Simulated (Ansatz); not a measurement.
Relaxation of PbS2 with UKS PBE-D4/def2-TZVP.

```sh
$ ansatz run in.yaml --threads 4 --pin off --events-out ev --progress --plain --max-ram 3916MiB
```

```yaml
crystal:
  periodic: [false, false, false]
  atoms:
    - {symbol: Pb, position_ang: [0.734601, -1.040093, -0.812793]}
    - {symbol: S, position_ang: [-1.314627, 0.051716, 0.149865]}
    - {symbol: S, position_ang: [0.580026, 0.988377, 0.662928]}
basis:
  gaussian: {orbitals: def2-TZVP}
magnetization: {spin_polarized: true, initial_magnetization: 4}
hamiltonian: {xc: pbe, dispersion: d4}
scf: {lower_state_search: "off"}
output: {orbitals: {seedname: orbitals}}
relax: {f_tol: 0.02, max_steps: 100}
```

It took 5.5 s on 4 threads of AMD EPYC 7R43 on a shared host.

Positions (Å) and forces (eV/Å) at steps 1, 2, 3, 4, 5 of 5:

```xyz
3
step=1 energy=-26908.6327 eV
Pb    0.735   -1.040   -0.813    1.587   -2.248   -1.757
S    -1.315    0.052    0.150   -3.182   -0.058    0.231
S     0.580    0.988    0.663    1.595    2.306    1.526
3
step=2 energy=-26909.1977 eV
Pb    0.829   -1.174   -0.918   -0.060    0.085    0.066
S    -1.409    0.096    0.190   -0.783   -0.444   -0.253
S     0.580    1.079    0.728    0.843    0.360    0.187
3
step=3 energy=-26909.2571 eV
Pb    0.801   -1.135   -0.887    0.124   -0.176   -0.138
S    -1.464    0.042    0.155   -0.016    0.111    0.081
S     0.662    1.093    0.731   -0.109    0.065    0.056
3
step=4 energy=-26909.2625 eV
Pb    0.815   -1.155   -0.902   -0.008    0.011    0.009
S    -1.460    0.057    0.166   -0.020   -0.018   -0.011
S     0.645    1.098    0.736    0.028    0.007    0.002
3
step=5 energy=-26909.2626 eV
Pb    0.814   -1.153   -0.901    0.000    0.000    0.000
S    -1.462    0.055    0.165   -0.001   -0.001    0.000
S     0.648    1.098    0.736    0.001    0.001    0.000
```

In the def2 sets Pb takes a core potential; there is no spin–orbit coupling. At PBE-D4/def2-TZVP a singlet of charge 0 lies 4.01 eV below the quintet, each at its own geometry. The structure comes from a short search, and lower isomers may exist.
